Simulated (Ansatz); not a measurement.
```xyz
10

N     2.065   -0.677   -0.906
Sn    0.566    0.598   -0.521
S    -0.095    0.551    1.777
C    -1.729    0.024    1.138
S    -1.711   -0.167   -0.682
H     1.868   -1.650   -0.718
H     2.502   -0.588   -1.813
H     1.001    2.065   -1.276
H    -1.994   -0.930    1.593
H    -2.473    0.773    1.407
```

Total charge 0; spin multiplicity 1. Sn: def2 effective core potential.

Question: List the r2SCAN/def2-TZVPP orbital energies in eV (Ansatz 0.2.0). (Best estimate.)

Answer: Computed: Occupied: -2409.01, -2408.97, -385.22, -274.83, -213.41, -213.37, -157.51, -157.46, -157.40, -157.36, -157.27, -157.23, -137.71, -92.61, -92.49, -92.46, -27.07, -27.00, -26.96, -26.87, -26.86, -21.92, -21.04, -17.65, -15.89, -12.64, -12.36, -11.51, -10.34, -9.89, -9.31, -8.24, -7.16, -6.45, -6.13, -5.90. Lowest empty: -1.98, -1.22, -0.50, 0.39, 1.32, 1.37, 1.95, 2.22.
